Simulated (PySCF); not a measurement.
C₂H₉FSi₃, SMILES F[C@H]1C[SiH2][Si@@H]1[SiH3]. Heavy atoms are numbered as in [F:1][C@H:2]1[CH2:3][SiH2:4][Si@@H:5]1[SiH3:6]. Hydrogens are named by the atom that carries them.

Geometry: B3LYP-D3(BJ)/def2-SVP. The structure was generated by enumeration; whether it is a known compound was not checked.

These are PBE/def2-TZVP run with PySCF values and carry that method's errors.

Atomic charges (e), one atom of each kind:

```csv
atom,Löwdin,IAO
F1,0.11,-0.31
C2 (CH),-0.46,-0.05
C3 (CH2),-0.37,-0.54
Si4 (SiH2),0.20,0.42
Si5 (SiH),0.12,0.26
Si6 (SiH3),0.09,0.26
H on C2,(withheld),0.14
H on C3,(withheld),0.15
H on Si4,(withheld),-0.09
H on Si5,(withheld),-0.07
H on Si6,(withheld),-0.09
```

Some entries are withheld; supply them. (Estimate from the structure and the level; the computed values follow.)


- H on C2, Löwdin: 0.14
- H on C3, Löwdin: 0.13
- H on Si4, Löwdin: -0.02
- H on Si5, Löwdin: -0.01
- H on Si6, Löwdin: -0.02

Give the Mayer and Wiberg (Löwdin basis) orders of the bonds. (The exact figures need the calculation; the answer reports its results.)


| bond | Mayer | Wiberg |
|---|---|---|
| F1–C2 | 1.02 | 1.66 |
| C2–C3 | 0.98 | 1.24 |
| C3–Si4 | 0.95 | 1.10 |
| C2–Si5 | 0.95 | 1.03 |
| Si4–Si5 | 0.95 | 1.03 |
| Si5–Si6 | 0.95 | 1.16 |
